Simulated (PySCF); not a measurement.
Unknowns

Theoretical values (PySCF 2.14.0 with density-fitted response routines): coordinates at the GFN2-xTB level, shieldings: GIAO PBE0/pcSseg-1. Non-relativistic, averaged over atoms made equivalent by symmetry, fast rotation or ring inversion, one computed conformer, in vacuum.

Shifts are taken against calculated references (same method and geometry level): 1H and 13C against TMS. Splittings of carbon signals by F and P are missing where no couplings were computed. Where no couplings were computed, multiplicities follow the n + 1 count of equivalent neighbours, and m marks all less simple cases (inequivalent or close neighbours, rings, F or P nearby). Shifts are as computed. Against solution values, carbons near 30 ppm lie about +3 ppm off and those near 130 ppm about +5 ppm. Of 1211 compounds with measured shifts, 218 miss one by over three times the rms of a fit or turn the order of signals round; such compounds aren't used in these exercises. OH and NH positions are gas-phase values without hydrogen bonding to other molecules.

Problem. C$_{4}$H$_{10}$N$_{3}$P. 1H NMR (400 MHz, computed): δ 5.57 (m, 2H), 3.03 (m, 6H), 2.07 (br s, 2H). 13C{1H} NMR (computed): δ 120.1, 37.7. What is it?

Solution. SMILES CN1C=CN(C)P1N. 2 carbon signals for 4 carbons: some carbons are equivalent by symmetry or fast rotation. Carbon types of the structure: 2 × CH, 2 × CH3, leaving 2 H on heteroatoms. δC 120.1: alkene carbon bearing nitrogen; the olefinic region. δH 5.57: hydrogen on an alkene carbon bearing nitrogen; attached to an sp2 carbon and in the plane of the double bond. δH 3.03: hydrogen on a methyl carbon bonded to N; its carbon carries N, an electronegative neighbour. δH 2.07: hydrogen on a nitrogen bonded to P; exchangeable, gas-phase position.

The shifts were computed for this structure.

Problem. C$_{6}$H$_{13}$N. 1H NMR (400 MHz, computed): δ 2.46 (m, 1H), 2.21 (m, 1H), 2.20 (m, 1H), 2.15 (m, 1H), 1.95 (m, 1H), 1.81 (m, 1H), 1.76 (m, 1H), 1.66 (m, 1H), 0.90 (d, 3H), 0.21 (br s, 2H). 13C{1H} NMR (computed): δ 60.2 (CH), 42.9 (CH), 27.4 (CH2), 27.2 (CH3), 26.7 (CH2), 16.3 (CH2). Identify the compound.

Solution. SMILES C[C@@H](N)C1CCC1. Rings plus π bonds: 1 (1 ring in the answer). 6 carbon signals for 6 carbons: no two carbons are equivalent. Carbon types of the structure: 2 × CH, 3 × CH2, 1 × CH3, leaving 2 H on heteroatoms. δC 60.2: sp3 CH bonded to N; pulled downfield by the heteroatom. δC 42.9: sp3 CH in a ring; a saturated carbon with 3 carbon neighbours and no heteroatom attached. δC 27.4, 26.7, 16.3: sp3 CH2 in a ring; aliphatic region, no heteroatom directly attached. δH 2.46: hydrogen on an sp3 CH bonded to N; its carbon carries N, which withdraws density.

The shifts were computed for this structure.
